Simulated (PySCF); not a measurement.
## Assignment exercise: C₇H₁₂OSi₂

Structure with atom numbers: `[SiH3:1][CH2:2][c:3]1[cH:4][cH:5][cH:6][c:7]([O:8][SiH3:9])[cH:10]1`. Hydrogens are named by the atom that carries them.

[PySCF: NMR shieldings at PBE0/pcSseg-1/GIAO; GFN2-xTB structure; a single conformation; non-relativistic Hamiltonian; no solvent model; fast rotation and ring inversion assumed for equivalent nuclei]

δ = σ(ref) − σ, references computed at the same level: 13C (186.93 ppm), 1H (31.72 ppm) vs TMS.

**Question.** Assign these signals to the numbered atoms. 13C{1H} NMR (computed): δ 162.6 (C), 148.6 (C), 134.9 (CH), 125.6 (CH), 124.3 (CH), 114.9 (CH), 21.4 (CH2).

**Answer.** 
162.6 → C7, aromatic carbon bearing oxygen: the electronegative substituent deshields the carbon that carries it
148.6 → C3, substituted aromatic carbon
134.9 → C5, aromatic CH: the aromatic region
125.6 → C4, aromatic CH
124.3 → C10, aromatic CH
114.9 → C6, aromatic CH: π donation from the O or N substituent raises the electron density at positions ortho and para to it
21.4 → C2, sp3 CH2 bonded to Si, on an aromatic ring

C4 and C10 lie closer than the usual error of such a calculation, so a measured spectrum could show them in the other order.

**Question.** Assign these signals to the numbered atoms. 1H NMR (600 MHz, computed): δ 7.46 (m, 1H), 7.06 (s, 1H), 7.01 (d, 1H), 6.57 (d, 1H), 5.13 (s, 3H), 3.92 (t, 3H), 2.31 (q, 2H).

**Answer.** 
| δ (ppm) | atoms | environment | reason |
| --- | --- | --- | --- |
| 7.46 | H(C5) | hydrogen on an aromatic CH | ring-current deshielding |
| 7.06 | H(C10) | hydrogen on an aromatic CH | – |
| 7.01 | H(C4) | hydrogen on an aromatic CH | – |
| 6.57 | H(C6) | hydrogen on an aromatic CH | – |
| 5.13 | H(Si9) | hydrogen on a silicon bonded to O | – |
| 3.92 | H(Si1) | hydrogen on a silicon bonded to C | – |
| 2.31 | H(C2) | hydrogen on an sp3 CH2 bonded to Si, on an aromatic ring | benzylic-type position, deshielded by the ring |

H(C10) and H(C4) lie closer than the usual error of such a calculation, so a measured spectrum could show them in the other order.

Shifts are as computed. Against solution values, carbons near 30 ppm lie about +3 ppm off and those near 130 ppm about +5 ppm. Of 1211 compounds with measured shifts, 218 miss one by over three times the rms of a fit or turn the order of signals round; such compounds aren't used in these exercises. No couplings were computed; multiplicities are counted from neighbouring protons, with m where these are inequivalent, close in shift, in a saturated or five-membered ring or joined by F or P, and br s for small geminal =CH2 splittings.
